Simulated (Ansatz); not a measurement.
A nudged elastic band was laid between two geometries of CH$_{3}$AlS$_{2}$ (7 atoms, charge 0, multiplicity 1).

Level of theory: RKS BHLYP-D4/6-31G* in Ansatz.

```
movable images  : 5
climbing image  : yes
spring          : 5.0 eV/Å²
optimiser       : quadratic models (default)
start path      : through a guess of the saddle point
force threshold : 0.5 eV/Å
iteration limit : 60
end points      : relaxed
```

Image 0:

```xyz
7
Properties=species:S:1:pos:R:3
S -2.639 0.221 -0.194
Al -0.481 0.120 -0.092
C 1.178 -0.632 0.463
S 1.388 0.941 -0.645
H -2.662 1.314 -0.965
H 1.619 -1.497 -0.013
H 1.598 -0.468 1.445
```

Image 6:

```xyz
7
Properties=species:S:1:pos:R:3
S -2.338 1.092 -0.802
Al -0.303 0.508 -0.362
C 1.057 -0.576 0.421
S 1.759 0.901 -0.610
H -2.891 0.090 -0.107
H 1.368 -1.522 0.000
H 1.348 -0.493 1.459
```

Q: What changes between the two ends?

A: No bond is made or broken. The dihedral H5–S1–Al2–S4 goes from 0 to 180°.

Q: Give the energies along the band, and the barrier.

A: It converged. The highest image is number 3 of 0 to 6, 3.7 kcal/mol above the first end and 3.4 kcal/mol above the last; the last end lies 0.3 kcal/mol above the first. The threshold of 0.5 eV/Å is loose, so the images may lie well off the minimum-energy path. Another band between the same ends (5 images) ends at a top of the same energy, where a vibrational analysis finds 1 clearly imaginary mode.

| image | path coordinate (Å) | energy (kcal/mol) | dihedral H5–S1–Al2–S4 (°) |
| --- | --- | --- | --- |
| 0 | 0.00 | 0.0 | 0 |
| 1 | 0.48 | 0.8 | 24 |
| 2 | 0.96 | 2.6 | 55 |
| 3 | 1.44 | 3.7 | 88 |
| 4 | 1.91 | 3.0 | 120 |
| 5 | 2.39 | 1.3 | 151 |
| 6 | 2.87 | 0.3 | 180 |

Q: What is the geometry of the highest image?

A: 
```xyz
7
Properties=species:S:1:pos:R:3
S -2.547 0.876 0.015
Al -0.412 0.441 0.039
C 1.122 -0.626 0.410
S 1.549 1.078 -0.414
H -2.715 0.374 -1.217
H 1.435 -1.444 -0.223
H 1.568 -0.699 1.391
```

The run took 94 s on 1 thread of Arm Neoverse V2, with other jobs on the host, peak memory 0.16 GiB.
